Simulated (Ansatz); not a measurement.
System: GeBr2 (charge -1, doublet). SMILES of the parent species: [Br][Ge][Br]
Geometry from a B3LYP-D3(BJ)/def2-TZVP (Ansatz, an electronic-structure program) optimisation:
```xyz
3

Ge    -0.0064    -0.0179     1.1049
Br     1.0838    -1.6262    -0.5253
Br    -1.0780     1.6425    -0.4849
```
Charge -1, spin multiplicity 2.

Parts of the frozen-core correlation energy in 6-31G* (Ansatz, hartree). Frozen orbitals: 42; correlated occupied orbitals by spin: 10 and 9; virtual: 53 and 54. Open shells are spin-unrestricted. No spin-orbit coupling. Non-relativistic.

| term | value |
|---|---|
| reference (HF) | -7219.43921 |
| MP2 opposite-spin | -0.21649 |
| MP2 same-spin | ___ |
| CCSD correlation | ___ |
| (T) | ___ |
| T1 diagnostic | 0.014 |
| largest doubles amplitude | 0.048 |
| <S^2> of the reference | 0.766 |

**Question.** Some entries are withheld; supply them.

**Answer.** 
- MP2 same-spin, value: -0.07936
- CCSD correlation, value: -0.32631
- (T), value: -0.00861
